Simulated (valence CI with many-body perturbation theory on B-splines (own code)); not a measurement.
# Ar XII: fill in the table

Level of theory: configuration interaction combined with many-body perturbation theory (CI+MBPT): five valence electrons over a frozen Dirac-Fock core [He], a basis of 11 s, 11 p, 10 d, 8 f, 5 g, 2 h functions for each j, with the one-electron correlation potential Σ1 (screened to all orders), the two-electron term Σ2, the three-electron term Σ3, Breit, model QED; selected single and double excitations, second order for the rest, scaled by the run's own slope (own B-spline code, finite nucleus).

No measured spectrum was set against this ion. As an estimate, levels of excited configurations hold to 0.05 to 0.15 % of their energy, terms of the ground configuration to about 0.5 %. Among the levels kept, up to 4900 cm⁻¹ of a level comes from second order outside the variational space, and about a tenth of that is noise between levels of different J, which matters for small intervals.

```
            Level  E (cm⁻¹)
  2s2 2p3 4S°_3/2         0
  2s2 2p3 2D°_3/2     95124
  2s2 2p3 2D°_5/2     98437
  2s2 2p3 2P°_1/2    149590
  2s2 2p3 2P°_3/2    154440
    2s 2p4 4P_5/2    446070
    2s 2p4 4P_3/2    458240
    2s 2p4 4P_1/2    464210
    2s 2p4 2D_3/2    614320
    2s 2p4 2D_5/2         ?
    2s 2p4 2S_1/2         ?
    2s 2p4 2P_3/2    746430
    2s 2p4 2P_1/2         ?
      2p5 2P°_3/2         ?
      2p5 2P°_1/2         ?
2s2 2p2 3s 4P_1/2   2864700
2s2 2p2 3s 4P_3/2   2873200
2s2 2p2 3s 4P_5/2   2883800
2s2 2p2 3s 2P_1/2         ?
2s2 2p2 3s 2P_3/2   2909100
```

Problem. The levels stand in rising order. What does the calculation give for the missing energies?

Solution. 2s 2p4 2D_5/2 614920; 2s 2p4 2S_1/2 716040; 2s 2p4 2P_1/2 762530; 2p5 2P°_3/2 1167200; 2p5 2P°_1/2 1186900; 2s2 2p2 3s 2P_1/2 2896500.
